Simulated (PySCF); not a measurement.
# Calculated NMR parameters of C#Cc1ccc(C[SiH3])cc1

* Formula: C9H10Si
* SMILES: C#Cc1ccc(C[SiH3])cc1
* InChI: InChI=1S/C9H10Si/c1-2-8-3-5-9(7-10)6-4-8/h1,3-6H,7H2,10H3
* Point group of the computed structure: Cs
* Degrees of unsaturation: 6
* Carbon signals: 7
* Proton signals: 5

Molfile (atoms numbered from 1):
```
C9H10Si
     RDKit          3D

 20 20  0  0  0  0  0  0  0  0999 V2000
    4.2359   -0.3389   -1.9503 C   0  0  0  0  0  0  0  0  0  0  0  0
    3.1678   -0.1681   -1.4293 C   0  0  0  0  0  0  0  0  0  0  0  0
    1.9098    0.0346   -0.8141 C   0  0  0  0  0  0  0  0  0  0  0  0
    1.6483   -0.4953    0.4491 C   0  0  0  0  0  0  0  0  0  0  0  0
    0.4203   -0.2916    1.0443 C   0  0  0  0  0  0  0  0  0  0  0  0
   -0.5741    0.4447    0.4069 C   0  0  0  0  0  0  0  0  0  0  0  0
   -1.9097    0.6304    1.0407 C   0  0  0  0  0  0  0  0  0  0  0  0
   -3.0841   -0.7961    0.5491 Si  0  0  0  0  0  4  0  0  0  0  0  0
   -0.3068    0.9651   -0.8558 C   0  0  0  0  0  0  0  0  0  0  0  0
    0.9167    0.7685   -1.4624 C   0  0  0  0  0  0  0  0  0  0  0  0
    5.1672   -0.4914   -2.4080 H   0  0  0  0  0  0  0  0  0  0  0  0
    2.4144   -1.0644    0.9559 H   0  0  0  0  0  0  0  0  0  0  0  0
    0.2263   -0.7041    2.0248 H   0  0  0  0  0  0  0  0  0  0  0  0
   -1.8092    0.6570    2.1263 H   0  0  0  0  0  0  0  0  0  0  0  0
   -2.3449    1.5803    0.7282 H   0  0  0  0  0  0  0  0  0  0  0  0
   -3.2383   -0.8059   -0.9058 H   0  0  0  0  0  0  0  0  0  0  0  0
   -2.5089   -2.0638    0.9997 H   0  0  0  0  0  0  0  0  0  0  0  0
   -4.3785   -0.5687    1.1952 H   0  0  0  0  0  0  0  0  0  0  0  0
   -1.0708    1.5371   -1.3646 H   0  0  0  0  0  0  0  0  0  0  0  0
    1.1134    1.1812   -2.4413 H   0  0  0  0  0  0  0  0  0  0  0  0
  1  2  3  0
  2  3  1  0
  3  4  1  0
  4  5  2  0
  5  6  1  0
  6  7  1  0
  7  8  1  0
  6  9  2  0
  9 10  1  0
 10  3  2  0
  1 11  1  0
  4 12  1  0
  5 13  1  0
  7 14  1  0
  7 15  1  0
  8 16  1  0
  8 17  1  0
  8 18  1  0
  9 19  1  0
 10 20  1  0
M  END
```

Rapidly exchanging positions averaged, relativity neglected, one conformer, gas phase. Shielding tensors at PBE0/pcSseg-1 (GIAO); coordinates at the GFN2-xTB level; PySCF 2.14.0 with density-fitted response routines.

Scale: TMS for 1H (31.72 ppm) and 13C (186.93 ppm) and 29Si (349.16 ppm) (reference shieldings calculated alike).

| carbon | δC, type | δH (multiplicity) | HMBC from (2–3 bonds) | span of the C tensor (ppm) |
| --- | --- | --- | --- | --- |
| C1 | 86.3, CH | 2.73 (s) | – | 172 |
| C2 | 89.3, C | – | H12/H20, H11 | 309 |
| C3 | 122.9, C | – | H12/H20, H13/H19, H11 | 207 |
| C4/C10 | 140.1, CH | 7.79 (d) | H12/H20, H13/H19 | 228 |
| C5/C9 | 132.8, CH | 7.38 (d) | H12/H20, H13/H19, H14/H15 | 214 |
| C6 | 147.2, C | – | H12/H20, H13/H19, H16/H17/H18, H14/H15 | 232 |
| C7 | 22.1, CH2 | 2.36 (q) | H13/H19, H16/H17/H18 | 51 |

Other nuclei:
```
      atoms  nucleus                        environment  δ (ppm)  σ (ppm)
H16/H17/H18       1H  hydrogen on a silicon bonded to C     3.91    27.80
        Si8     29Si           silicon bonded to C, 3 H    -62.2    411.4
```

1. Carbon types of the structure: 3 × C, 5 × CH, 1 × CH2, leaving 3 H on heteroatoms.
2. δC 147.2, 122.9: substituted aromatic carbon.
3. δC 140.1, 132.8: aromatic CH.
4. δC 89.3: alkyne carbon; the triple bond shields along its axis, which puts it between sp3 and sp2 carbons.
5. δC 86.3: terminal alkyne carbon; the triple bond shields along its axis, which puts it between sp3 and sp2 carbons.
6. δH 2.73: hydrogen on a terminal alkyne carbon; it lies on the axis of the triple bond, in its shielding cone.

Shifts are as computed. Against solution values, carbons near 30 ppm lie about +3 ppm off and those near 130 ppm about +5 ppm. Of 1211 compounds with measured shifts, 218 miss one by over three times the rms of a fit or turn the order of signals round; such compounds aren't used in these exercises. Multiplicities follow the n + 1 count of equivalent neighbours, as no J values were calculated; m marks all less simple cases, F and P coupling included.
